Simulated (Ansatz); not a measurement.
C6H12HfO3Si (`C[O][Hf]1234([OH])([OH])[C@@H]5[C@H]1[C@H]2[C@@]3([SiH3])[C@@H]54`), 23 atoms. Charge 0, multiplicity 1. Correlated methods include outer-core shells of Hf, which these sets cover unevenly. Hf takes the def2 core potential. Hardware: A = 4 threads of an AMD EPYC 7R13 on a shared host and a share of an NVIDIA H100 80 GB; B = 4 threads of a server CPU on a shared host. Correlated methods freeze the cores.

(1) Give the basis size and wall time and peak host memory of each of these runs in Ansatz. RKS PBE0-D4/def2-QZVPP energy [A]; RKS ωB97M-V/def2-QZVPP energy [A]; RHF-CCSD(T)/def2-TZVPP energy [A]; RHF-CCSD(T)/def2-SVP energy [A]; RKS ωB97M-V/def2-TZVPP energy and forces [A]; RHF-MP2/def2-QZVPP energy [A]; RKS BHLYP-D4/def2-TZVPP energy [A]; RKS PBE0-D4/def2-SVP energy [B]; RKS PBE0-D4/def2-TZVP relaxation (40 steps) [A]; direct RPA on PBE orbitals/def2-TZVPP energy [A]; RKS ωB97M-V/def2-SVP energy [B]; RKS B97M-V/def2-TZVPP energy [A]. (Estimate.)

## Answers

(1) Computed: Other jobs shared the machine, so times are rough.

| level | job | functions | wall time | peak host memory (GiB) |
| --- | --- | --- | --- | --- |
| RKS BHLYP-D4/def2-TZVPP | energy [A] | 545 | 3.3 s | 1.8 |
| RKS B97M-V/def2-TZVPP | energy [A] | 545 | 4 s | 1.8 |
| RHF-CCSD(T)/def2-SVP | energy [A] | 236 | 4.1 s | 1.8 |
| RKS ωB97M-V/def2-TZVPP | energy and forces [A] | 545 | 6.5 s | 1.8 |
| RKS PBE0-D4/def2-SVP | energy [B] | 236 | 6.5 s | 1.8 |
| RHF-MP2/def2-QZVPP | energy [A] | 1024 | 8 s | 1.8 |
| direct RPA on PBE orbitals/def2-TZVPP | energy [A] | 545 | 12 s | 3.3 |
| RKS PBE0-D4/def2-QZVPP | energy [A] | 1024 | 12 s | 1.8 |
| RKS ωB97M-V/def2-QZVPP | energy [A] | 1024 | 19 s | 1.8 |
| RKS ωB97M-V/def2-SVP | energy [B] | 236 | 19 s | 1.8 |
| RKS PBE0-D4/def2-TZVP | relaxation (40 steps) [A] | 428 | 76 s | 1.8 |
| RHF-CCSD(T)/def2-TZVPP | energy [A] | 545 | 110 s | 3.2 |
